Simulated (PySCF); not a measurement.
# Iodine: highly charged ions in a basis for the neutral atom

I²²⁺ [Ar] 3d10 4s2 4p1, I²³⁺ [Ar] 3d10 4s2. Computed with PySCF 2.14 in x2c-TZVPall (8s6p4d2f, 60 functions), with the spin-free X2C one-electron Hamiltonian (Gaussian nucleus). No spin-orbit coupling, so a gap to NIST mixes the basis error with missing relativistic terms.

Changed run: basis of the neutral atom used for a highly charged ion. This setting is unsound on purpose.

```
species  method  sound run (hartree)  changed run (hartree)  converged
   I²²⁺     UHF              not run            -6897.93455        yes
   I²²⁺    TPSS              not run            -6899.50503        yes
   I²²⁺    PBE0              not run            -6899.38798        yes
   I²³⁺     UHF              not run            -6873.22317        yes
   I²³⁺    TPSS              not run            -6874.74467        yes
   I²³⁺    PBE0              not run            -6874.62612        yes
```

Ionisation energy of I²²⁺:

```tsv
method	changed run (eV)	NIST (eV)
UHF	672.43	683 ± 4
TPSS	673.76	683 ± 4
PBE0	673.80	683 ± 4
```

The contracted functions were made for the neutral atom and can be too rigid for a highly charged ion.
